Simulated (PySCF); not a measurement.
Compound: C₆H₁₂Si (charge +1 and doublet state).
Atom-mapped SMILES: `[CH3:1][C+:2]=[C:3][Si:4]([CH3:5])([CH3:6])[CH3:7]` (hydrogens: H8, H9, H10 on C1; H11, H12, H13 on C5; H14, H15, H16 on C6; H17, H18, H19 on C7)

Geometry (GFN2-xTB, Å), atoms numbered from 1 in this order:
```xyz
19
C6H12Si angstrom
C      3.5761    0.9297   -0.1936
C      2.2082    0.5461   -0.1504
C      1.0337    0.2243   -0.1024
Si    -0.7320   -0.2832   -0.0655
C     -1.8239    1.3313   -0.1802
C     -1.1868   -0.7721    1.7703
C     -1.1947   -1.6092   -1.3303
H      3.7097    1.9187    0.2457
H      3.9354    0.9300   -1.2240
H      4.1769    0.2134    0.3730
H     -1.6586    1.7430   -1.1689
H     -2.8688    1.0736   -0.0543
H     -1.5277    2.0517    0.5726
H     -0.9344    0.0290    2.4541
H     -0.6065   -1.6564    2.0061
H     -2.2452   -0.9947    1.8341
H     -2.2486   -1.8731   -1.2636
H     -0.6184   -2.5199   -1.1832
H     -1.0044   -1.2731   -2.3471
```

The hyperfine couplings belong to this conformer and change with its torsions.

Method used: UKS B3LYP, pcH-1 on C H Si, non-relativistic, mean-field spin-orbit, GIAO in PySCF 2.14.0. Geometry: GFN2-xTB; no solvent, vibrations or thermal averaging. Couplings are sensitive to structure, and on GFN2-xTB geometries they can be far from those on DFT ones, by a factor of two or more for some ions and for spin on atoms past the first row. The SCF solution wasn't tested for stability.

Computed for the main isotopes (class means, splittings of 0.05 mT or more): g = 2.0102; H8/H9/H10 1H +44.1 MHz (1.57 mT); H11 (×9) 1H +7.5 MHz (0.27 mT); 40 first-order lines, 7.11 mT wide.

Question: What changes when 1H at H8/H9/H10 is replaced by 2H at all these sites?

Answer: At a fixed geometry a is proportional to g_N: 0.85744/5.58569 = 0.1535, so a goes from +44.1 to +6.8 MHz (0.241 mT). The spin goes from 1/2 to 1, so the 1:3:3:1 quartet becomes a 1:3:6:7:6:3:1 septet. The spectrum then has 70 first-order lines over 3.85 mT.

Question: Give position and intensity of the satellites from 29Si at Si4.

Answer: a = +73.9 MHz, or 2.63 mT in magnitude, and I = 1/2, so to first order each main line has two satellites, at ±1.31 mT. The isotope's abundance is about 4.7 %, shared among 2 lines, so each has 2.5 % of the main line's intensity.

Question: Where do the 13C satellites of C5/C6/C7 appear, and how strong are they?

Answer: a = +31.7 MHz (class mean), or 1.13 mT in magnitude, and I = 1/2, so to first order each main line has two satellites, at ±0.56 mT. The isotope's abundance is about 1.07 % at each of 3 sites, shared among 2 lines, so each has 1.6 % of the main line's intensity.

Class means assume fast exchange of nuclei equivalent by connectivity; if that motion is slow, each nucleus keeps its own coupling. The three 1H nuclei of mean +44.1 MHz run from 12.1 to 88.1 MHz in the frozen geometry. The nine 1H nuclei of mean +7.5 MHz run from -11.5 to 36.4 MHz in the frozen geometry.
